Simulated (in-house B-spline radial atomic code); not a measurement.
Configurations of As IV (As3+), with energies counted from [Ar] 3d10 4s2. Level of theory: Dirac-Hartree-Fock, average of configuration, Fermi nucleus of rms radius 4.0968 fm; calculated with an all-electron radial atomic-structure program (B-spline basis). Energies include first-order Breit, QED and recoil terms.

Occupations are held fixed; configurations that lie above the ionisation limit could autoionise.

| configuration | E - E(ref) (eV) | highest orbital | its <r> (bohr) |
| --- | --- | --- | --- |
| [Ar] 3d10 4s1 (4f7/2)1 | 34.051 | 4f7/2 | 4.373 |
| [Ar] 3d10 4s1 (6f5/2)1 | 41.709 | 6f5/2 | 11.77 |
| [Ar] (3d3/2)3 (3d5/2)6 4s2 (4p1/2)1 | 44.934 | 4p1/2 | 1.929 |
| [Ar] (3d3/2)4 (3d5/2)5 4s2 5s1 | 63.041 | 5s1/2 | 3.717 |
| [Ar] (3d3/2)4 (3d5/2)5 4s2 (5p1/2)1 | 66.867 | 5p1/2 | 4.225 |
| [Ar] (3d3/2)4 (3d5/2)5 4s2 (5g9/2)1 | 76.879 | 5g9/2 | 6.86 |
| [Ar] (3d3/2)3 (3d5/2)6 4s2 (7g9/2)1 | 81.834 | 7g9/2 | 15.84 |

Problem. Order these further configurations by energy, lowest first.
A. [Ne] 3s2 (3p1/2)2 (3p3/2)3 3d10 4s2 (8f7/2)1
B. [Ne] 3s2 (3p1/2)2 (3p3/2)3 3d10 4s2 5s1
C. [Ar] (3d3/2)3 (3d5/2)6 4s2 8s1
D. [Ar] 3d10 4s1 (4d3/2)1
E. [Ar] 3d10 4s1 (5d5/2)1

Solution. D (25.007 eV), E (35.014 eV), C (80.514 eV), B (166.4 eV), A (185.5 eV).

Problem. How far above the reference does [Ne] 3s2 (3p1/2)1 (3p3/2)4 3d10 4s2 (5f5/2)1 lie?

Solution. 185.11 eV; its least bound orbital is 5f5/2 with <r> = 7.594 bohr.

Problem. How far above the reference does [Ar] 3d10 4s1 (7p3/2)1 lie?

Solution. 40.643 eV; its least bound orbital is 7p3/2 with <r> = 11.15 bohr.
